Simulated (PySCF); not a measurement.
CHO2, doublet, geometry from GFN2-xTB; HF/pcseg-1 (PySCF).

The PySCF input:
```python
from pyscf import gto, scf

mol = gto.M(
    atom='''
O 
C  1 1.193795
O  2 1.288163 1 133.885068
H  3 0.986091 2 116.499784 1 0.000001
''',
    basis='pcseg-1',
    charge=0,
    spin=1,
    verbose=4,
)

mf = scf.UHF(mol)
mf.kernel()
```

What the program printed (banner, timings and long lists left out):

```
PySCF version 2.14.0

[INPUT] verbose = 4
[INPUT] num. atoms = 4
[INPUT] num. electrons = 23
[INPUT] charge = 0
[INPUT] spin (= nelec alpha-beta = 2S) = 1
[INPUT] symmetry False subgroup None
[INPUT] Mole.unit = angstrom
[INPUT] Symbol           X                Y                Z      unit          X                Y                Z       unit  Magmom
[INPUT]  1 O      0.000000000000   0.000000000000   0.000000000000 AA    0.000000000000   0.000000000000   0.000000000000 Bohr   0.0
[INPUT]  2 C      1.193795000000   0.000000000000   0.000000000000 AA    2.255945598875   0.000000000000   0.000000000000 Bohr   0.0
[INPUT]  3 O      2.086767651720   0.000000000000   0.928420033094 AA    3.943419347352   0.000000000000   1.754459591107 Bohr   0.0
[INPUT]  4 H      1.755736290159  -0.000000015402   1.857286922344 AA    3.317860735361  -0.000000029106   3.509763617966 Bohr   0.0

nuclear repulsion = 63.4095067938986
number of shells = 11
number of NR pGTOs = 82
number of NR cGTOs = 47
basis = pcseg-1
ecp = {}

******** <class 'pyscf.scf.uhf.UHF'> ********
method = UHF
initial guess = minao
damping factor = 0
level_shift factor = 0
DIIS = <class 'pyscf.scf.diis.CDIIS'>
diis_start_cycle = 1
diis_space = 8
diis_damp = 0
SCF conv_tol = 1e-09
SCF conv_tol_grad = None
SCF max_cycles = 50
direct_scf = True
direct_scf_tol = 1e-13
number electrons alpha = 12  beta = 11
Set gradient conv threshold to 3.16228e-05
init E= -188.514826430608

cycle= 1 E= -187.961640880223  delta_E= 0.553  |g|= 0.493  |ddm|= 1.68
cycle= 2 E= -188.02674732236  delta_E= -0.0651  |g|= 0.359  |ddm|= 0.579
cycle= 3 E= -188.074618560234  delta_E= -0.0479  |g|= 0.0598  |ddm|= 0.23
cycle= 4 E= -188.077182856408  delta_E= -0.00256  |g|= 0.0251  |ddm|= 0.0793
cycle= 5 E= -188.077827644043  delta_E= -0.000645  |g|= 0.0102  |ddm|= 0.0523
cycle= 6 E= -188.077962203012  delta_E= -0.000135  |g|= 0.00505  |ddm|= 0.0225
cycle= 7 E= -188.078014377756  delta_E= -5.22e-05  |g|= 0.0027  |ddm|= 0.0139
cycle= 8 E= -188.078034969572  delta_E= -2.06e-05  |g|= 0.00185  |ddm|= 0.00661
cycle= 9 E= -188.078049838552  delta_E= -1.49e-05  |g|= 0.00114  |ddm|= 0.00676
cycle= 10 E= -188.078057318615  delta_E= -7.48e-06  |g|= 0.000522  |ddm|= 0.00654
cycle= 11 E= -188.078058716583  delta_E= -1.4e-06  |g|= 0.000193  |ddm|= 0.00331
cycle= 12 E= -188.078058832763  delta_E= -1.16e-07  |g|= 8.61e-05  |ddm|= 0.000782
cycle= 13 E= -188.07805885447  delta_E= -2.17e-08  |g|= 3.66e-05  |ddm|= 0.000294
cycle= 14 E= -188.078058858222  delta_E= -3.75e-09  |g|= 2e-05  |ddm|= 0.000112
cycle= 15 E= -188.078058859033  delta_E= -8.11e-10  |g|= 9.24e-06  |ddm|= 5.15e-05
Extra cycle  E= -188.078058859133  delta_E= -1e-10  |g|= 6.56e-06  |ddm|= 1.11e-05
converged SCF energy = -188.078058859133  <S^2> = 0.76181689  2S+1 = 2.0117822
```
